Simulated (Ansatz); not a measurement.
Start from `CN([SiH2]O)[SiH](O)F` and change one atom or group to get `C[N]([GeH3])[SiH](O)F`.

Ansatz, PBE0-D4/def2-TZVP geometries, multiplicity 1. Each molecule was computed in one conformer, which needn't be the lowest.

Scalar relativity is left out up to krypton.

| property | `CN([SiH2]O)[SiH](O)F` |
| --- | --- |
| size of the dipole moment (PBE/def2-TZVPP) / D | 1.53 |
| HOMO–LUMO gap (PBE0/def2-TZVPP) / eV | 7.66 |
| LUMO energy (ωB97M-V/def2-TZVPP) / eV | 1.76 |
| size of the dipole moment (B3LYP/def2-TZVPP) / D | 1.57 |
| LUMO energy (PBE/def2-TZVPP) / eV | -0.66 |
| size of the dipole moment (ωB97M-V/def2-TZVPP) / D | 1.60 |

(1) What does the change do to each property? (Estimate.)

## Answers

(1) The calculation gave: 
| property | `C[N]([GeH3])[SiH](O)F` | shift |
| --- | --- | --- |
| size of the dipole moment (PBE/def2-TZVPP) / D | 0.57 | -0.96 |
| HOMO–LUMO gap (PBE0/def2-TZVPP) / eV | 7.76 | 0.10 |
| LUMO energy (ωB97M-V/def2-TZVPP) / eV | 2.19 | 0.43 |
| size of the dipole moment (B3LYP/def2-TZVPP) / D | 0.59 | -0.98 |
| LUMO energy (PBE/def2-TZVPP) / eV | -0.31 | 0.35 |
| size of the dipole moment (ωB97M-V/def2-TZVPP) / D | 0.59 | -1.01 |

With PBE0 the HOMO rises by 0.23 eV and the LUMO rises by 0.32 eV, so the gap widens by about 0.09 eV. PBE moves the HOMO by 0.22 eV and ωB97M-V by 0.21 eV. Dipoles are sizes alone; their direction can turn.

B3LYP here is the variant with VWN-RPA as its local correlation; programs differ in this.
